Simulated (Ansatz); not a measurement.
Cost and result for the atomization energy of GaH$_{5}$OSSi (9 atoms, 7 bonds).

```json
{"atom": "O1", "x (Å)": "-1.501", "y (Å)": "-1.425", "z (Å)": "-0.248"}
{"atom": "Ga2", "x (Å)": "-2.177", "y (Å)": "-3.027", "z (Å)": "0.244"}
{"atom": "Si3", "x (Å)": "0.502", "y (Å)": "1.072", "z (Å)": "0.611"}
{"atom": "S4", "x (Å)": "1.519", "y (Å)": "-0.137", "z (Å)": "-0.851"}
{"atom": "H5", "x (Å)": "-0.720", "y (Å)": "-1.271", "z (Å)": "-0.793"}
{"atom": "H6", "x (Å)": "-0.818", "y (Å)": "1.524", "z (Å)": "0.115"}
{"atom": "H7", "x (Å)": "0.376", "y (Å)": "0.208", "z (Å)": "1.804"}
{"atom": "H8", "x (Å)": "1.335", "y (Å)": "2.259", "z (Å)": "0.935"}
{"atom": "H9", "x (Å)": "1.483", "y (Å)": "0.797", "z (Å)": "-1.817"}
```

Total charge 0; spin multiplicity 1. Correlated methods include outer-core shells of Ga, which these sets cover unevenly. Scalar relativity is left out up to krypton. The bonds changed during the relaxation, so this is another structure than the one it started from. Geometry: relaxed with PBE0-D4/def2-TZVP. It is one conformer, not always the lowest. Program: Ansatz. All runs use 4 threads of an Arm Neoverse V2 on a shared host. Times are those of one run each, without the atoms' runs, and a repeat can differ threefold. Electronic energies, without spin–orbit coupling; frozen cores. CCSD(T)/CBS adds CCSD(T) − MP2 in def2-TZVPP to the MP2 limit, and its time is that of the two runs behind it. T1 = 0.014. With those shells the extrapolation isn't a true limit. B3LYP takes the VWN-RPA correlation (the form of Gaussian; ORCA's B3LYP/G).

CCSD(T)/CBS is a level of theory with its own doubt, some kJ/mol a heavy atom from the limit and from the frozen cores, so smaller differences don't rank the functionals.

```tsv
level	functions	wall time	atomization (kcal/mol)	difference from CCSD(T)/CBS	per bond
PBE-D4/def2-TZVPP (with forces)	233	2.2 s	630.3	-3.3	-0.5
PBE0-D4/def2-TZVPP	233	3.1 s	619.0	-14.6	-2.1
B3LYP-D4/def2-TZVPP (with forces)	233	4.4 s	627.2	-6.4	-0.9
r2SCAN-D4/def2-TZVPP (with forces)	233	4.4 s	629.1	-4.5	-0.6
B2PLYP/def2-TZVPP	233	4.9 s	619.7	-13.9	-2.0
ωB97X-V/def2-TZVPP	233	7.5 s	633.0	-0.6	-0.1
ωB97M-V/def2-TZVPP (with forces)	233	11 s	631.5	-2.1	-0.3
MP2/def2-QZVPP	436	18 s	630.2	-3.4	-0.5
CCSD(T)/def2-TZVPP	233	110 s	613.9	-19.7	-2.8
CCSD(T)/CBS(def2)	–	2.2 min	633.6	0.0	0.0
```

From PBE to PBE0 (25 % exact exchange), in def2-TZVPP and without D4, the atomization energy moves by −10.6 kcal/mol: exact exchange takes away binding that semilocal exchange gives to molecules. The D4 term adds +7.8 kcal/mol with B3LYP and +4.2 kcal/mol with PBE0; it sums over pairs of atoms, weighted by their polarisabilities, and B3LYP, whose exchange is more repulsive, gets the larger term. In def2-TZVPP, CCSD(T) changes the Hartree–Fock value by +167.2 kcal/mol (the triples alone add +9.4 kcal/mol) and MP2 by +171.8 kcal/mol; breaking electron pairs costs correlation energy, which Hartree–Fock lacks.
